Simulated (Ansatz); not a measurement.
Calculated with Ansatz (gas phase, PBE0-D4/def2-TZVP geometries, no zero-point term in ΔE). CBS: MP2 limit from def2 TZ/QZ plus the TZ coupled-cluster correction, frozen cores. This one scheme is used for every species. DFT in def2-TZVPP. One conformer a species, not always the lowest.

Reaction (silylene formation by 1,1-elimination): `C=N[SiH](C)F` → `C=NC` + `F[SiH]`

`C=N[SiH](C)F`:

```xyz
11

C    -0.226   -0.880    2.020
N     0.382   -0.802    0.923
Si    0.499    0.560   -0.128
C    -0.209    0.123   -1.780
F    -0.301    1.828    0.454
H    -0.221   -1.816    2.591
H    -0.787   -0.050    2.474
H     1.928    0.944   -0.188
H    -0.129    0.967   -2.468
H    -1.263   -0.149   -1.689
H     0.328   -0.725   -2.209
```

`C=NC`:

```xyz
8

C     0.808    0.908   -0.458
N    -0.378    0.673   -0.114
C    -0.694   -0.650    0.354
H     1.608    0.154   -0.418
H     1.075    1.902   -0.815
H     0.164   -1.337    0.353
H    -1.096   -0.582    1.368
H    -1.488   -1.069   -0.270
```

`F[SiH]`:

Z-matrix (Å, degrees):
```
Si
F 1 1.612
H 1 1.541 2 96.3
```

```
        level  ΔE (kcal/mol)
 CAM-B3LYP-D4           77.5
CCSD/def2-SVP           69.1
```

(1) What does CCSD(T)/CBS give? (An estimate is asked.)

(2) What do rigid-rotor, harmonic-oscillator terms from PBE0-D4/def2-TZVP frequencies (298.15 K, 1 bar) make of the CCSD(T)/CBS value? (Estimate.)

Largest T1 diagnostic among the species: 0.015.

Answers

(1) Ansatz gave: +77.5 kcal/mol. The listed levels differ from it by 0.0, -8.4 kcal/mol.

(2) Computed: ΔZPE = -1.8 kcal/mol, ΔH = +76.2 kcal/mol, ΔS = 158 J/(mol·K), ΔG = +64.9 kcal/mol.

At CCSD(T), def2-SVP lies −8.3 kcal/mol from the extrapolated value and def2-TZVPP −1.9 kcal/mol. From PBE to PBE0 (25 % exact exchange), in def2-TZVPP and without D4, ΔE moves by +4.3 kcal/mol. The D4 term adds +3.4 kcal/mol with B3LYP and +1.8 kcal/mol with PBE0; it sums over pairs of atoms, weighted by their polarisabilities, and B3LYP, whose exchange is more repulsive, gets the larger term.

CCSD(T)/CBS has its own doubt, a few kJ/mol and more with outer-core shells, so smaller differences from it don't rank the levels.

B3LYP here is the variant with VWN-RPA as its local correlation; programs differ in this.
